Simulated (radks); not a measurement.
Valence configurations of the oxygen ion O3+ (all share [He]). All-electron calculation, non-relativistic Kohn-Sham, PBE, spin-unpolarised, spherical densities, point nucleus. Program: a radial shooting solver on a logarithmic mesh with Libxc functionals. Order these by energy: 2s1.5 2p1.5; 2s2 2p1; 2s1 2p2; 2p3.

Answer. From the lowest, in eV above it: 2s2 2p1 0.000; 2s1.5 2p1.5 7.243; 2s1 2p2 14.512; 2p3 29.124. NIST lists [He] 2s2 2p1 as the ground configuration; this level of theory agrees among the configurations tried. The energies are those of spherical spin-averaged densities, not of single terms.
